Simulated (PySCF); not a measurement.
A structure optimised at PBE0-D3(BJ)/def2-SVP, used in a PySCF frequency run:

```xyz
7

Te     0.0086    -0.2091     0.6244
Cl    -1.4019     1.3120    -0.5347
O      1.4968    -0.2816    -0.6717
C      1.2805    -0.9610    -1.8877
H      0.5271    -0.4491    -2.5111
H      2.2405    -0.9566    -2.4273
H      0.9608    -2.0077    -1.7384
```
Charge 0, spin multiplicity 1.

Task: Write its SMILES and formula.

Result: CO[Te]Cl, CH₃ClOTe

Task: What are its rotational constants (standard atomic weights)?

Result: 3.7750, 2.3699, 1.5317 GHz
